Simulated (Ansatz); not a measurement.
Cost and result for the atomization energy of ClH$_{5}$NSi$_{2}$, SMILES `N[Si]([SiH3])Cl` radical (9 atoms, 8 bonds).

```xyz
9

N    -1.2877   -1.0910   -0.6713
Si    0.1055   -0.1437   -1.0136
Si    0.7089    1.1198    0.8801
Cl    1.5960   -1.5244   -1.4350
H    -1.4370   -1.9678   -1.1466
H    -2.1574   -0.6440   -0.4253
H     1.0666    0.2795    2.0558
H     1.8580    1.9900    0.5199
H    -0.4528    1.9815    1.2359
```

Charge 0, multiplicity 2. All single points use the PBE0-D4/def2-TZVP geometry. It is one conformer, not always the lowest. Program: Ansatz. All runs use 4 threads of a server CPU on a shared host. Times are those of one run each, without the atoms' runs, and a repeat can differ threefold. Electronic energies, without spin–orbit coupling; frozen cores. CCSD(T)/CBS adds CCSD(T) − MP2 in def2-TZVPP to the MP2 limit, and its time is that of the two runs behind it. T1 = 0.015; ⟨S²⟩ of the reference is 0.76. B3LYP takes the VWN-RPA correlation (the form of Gaussian; ORCA's B3LYP/G). HSE06 is the plane-wave form, built on full-range PBE exchange.

CCSD(T)/CBS is a level of theory with its own doubt, some kJ/mol a heavy atom from the limit and from the frozen cores, so smaller differences don't rank the functionals.

```
                            level  functions  wall time
           LDA (SPW92)/def2-TZVPP        227      1.5 s
              BHLYP-D4/def2-TZVPP        227      4.7 s
              HSE06-D4/def2-TZVPP        227      4.8 s
              PBE-QIDH/def2-TZVPP        227      4.8 s
B3LYP-D4/def2-TZVPP (with forces)        227      5.5 s
                B2PLYP/def2-TZVPP        227      5.5 s
                 CCSD(T)/def2-SVP         93      5.5 s
               PBE0-D4/def2-TZVPP        227      6.5 s
                B97M-V/def2-TZVPP        227        8 s
               ωB97X-V/def2-TZVPP        227      8.5 s
                   MP2/def2-QZVPP        417       18 s
               CCSD(T)/def2-TZVPP        227    2.9 min
                CCSD(T)/CBS(def2)          –    3.2 min
```

(1) What atomization energy does each give, and how far from CCSD(T)/CBS? (Estimate.)

Answers

(1) Computed: 
```csv
level,atomization (kJ/mol),difference from CCSD(T)/CBS,per bond
LDA (SPW92)/def2-TZVPP,3096.6,357.8,44.7
BHLYP-D4/def2-TZVPP,2685.2,-53.6,-6.7
HSE06-D4/def2-TZVPP,2731.9,-6.9,-0.9
PBE-QIDH/def2-TZVPP,2703.2,-35.6,-4.4
B3LYP-D4/def2-TZVPP (with forces),2745.5,6.7,0.8
B2PLYP/def2-TZVPP,2696.5,-42.3,-5.3
CCSD(T)/def2-SVP,2486.4,-252.4,-31.5
PBE0-D4/def2-TZVPP,2730.1,-8.7,-1.1
B97M-V/def2-TZVPP,2764.1,25.3,3.2
ωB97X-V/def2-TZVPP,2765.8,27.0,3.4
MP2/def2-QZVPP,2716.9,-21.9,-2.7
CCSD(T)/def2-TZVPP,2644.4,-94.4,-11.8
CCSD(T)/CBS(def2),2738.8,0.0,0.0
```

The D4 term adds +37.5 kJ/mol with B3LYP and +19.6 kJ/mol with PBE0; it sums over pairs of atoms, weighted by their polarisabilities, and B3LYP, whose exchange is more repulsive, gets the larger term. From PBE to PBE0 (25 % exact exchange), in def2-TZVPP and without D4, the atomization energy moves by −32.5 kJ/mol: exact exchange takes away binding that semilocal exchange gives to molecules. Leaving LDA and LC-ωPBE aside and taking each functional with its dispersion term where it has one, the values, not all of them listed here, spread over 80.7 kJ/mol, from BHLYP-D4 to PBE-D4. LDA lies +353.7 kJ/mol from PBE without D4, its usual overbinding.
